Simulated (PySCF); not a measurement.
# Nuclear quadrupole coupling in `FC[SiH2]C=C=S`

Compound: C3H5FSSi.
Cartesian coordinates in Å at the GFN2-xTB level; atoms count from 1:
```
atom  x, y, z in Å
F1    -1.8302   -1.2874   -0.8156
C2    -1.7411    0.0234   -0.3888
Si3   -0.1905    0.2471    0.7218
C4     1.2376   -0.3665   -0.3440
C5     2.4604   -0.0127   -0.1251
S6     3.8889    0.5023    0.2189
H7    -1.7170    0.6376   -1.2928
H8    -2.6681    0.2363    0.1474
H9    -0.0760    1.6694    1.0484
H10   -0.3466   -0.5750    1.9250
H11    0.9881   -1.0717   -1.1212
```

Field gradients from the PBE0/pcSseg-1 density (PySCF, non-relativistic), principal values in atomic units, ordered |Vxx| ≤ |Vyy| ≤ |Vzz|:

| atom | Vxx | Vyy | Vzz |
| --- | --- | --- | --- |
| S6 | 0.7228 | 1.1475 | -1.8702 |

**Question.** Find the asymmetry η = (Vxx − Vyy)/Vzz and the couplings χ = eQV/h (234.96 MHz × Q in barn × V in au), with Q(33S) = −0.0678 b.

**Answer.** 
| atom | environment | nucleus | η | χzz (MHz) | χxx (MHz) | χyy (MHz) |
| --- | --- | --- | --- | --- | --- | --- |
| S6 | sulfur bonded to C | 33S | 0.23 | 29.79 | -11.51 | -18.28 |

**Question.** What is Vzz at S6 in SI units (1 au = 9.71736 × 10²¹ V/m²)?

**Answer.** -1.8702 au = -18.174 × 10²¹ V/m².

**Question.** What couplings would deuterons (Q(2H) = 0.00286 b) have in place of the hydrogens, at this geometry?

**Answer.** 
```csv
atom,bonded to,bond length (Å),Vzz (au),η,χzz (kHz)
H7,C2,1.093,0.2972,0.10,200
H8,C2,1.092,0.3001,0.09,202
H9,Si3,1.464,0.1601,0.02,108
H10,Si3,1.466,0.1590,0.01,107
H11,C4,1.079,0.3418,0.07,230
```

One conformer (not necessarily the lowest) at the GFN2-xTB geometry, without solvent, vibrations or thermal averaging. GFN2-xTB bond lengths can be off by several hundredths of an ångström, more for odd bonds, and the gradients follow them. The basis is small and wasn't made for field gradients, so the couplings can be 20 % off.

These values come from a run that also computed NMR shieldings. On Arm Neoverse N1, one thread, shared host, this took 30 s and 0.66 GiB of memory at its peak.
